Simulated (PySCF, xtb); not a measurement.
F3S, SMILES [S](F)(F)F (connectivity only; charge and spin as stated), charge -1, multiplicity 1.

GFN2-xTB in xtb at its own geometry gives an orbital gap of 3.09 eV.

Coordinates come from a B3LYP-D3(BJ)/def2-SVPD optimisation. The spin state was assumed, not searched. The isomer is the one that the SMILES or the coordinates give; other isomers of the formula were not compared.

### Question
What does PySCF with PBE/def2-TZVPD give? (The exact figures need the calculation; the answer reports its results.)

### Answer
gap 2.60 eV (levels 0.34 and 2.94 eV).
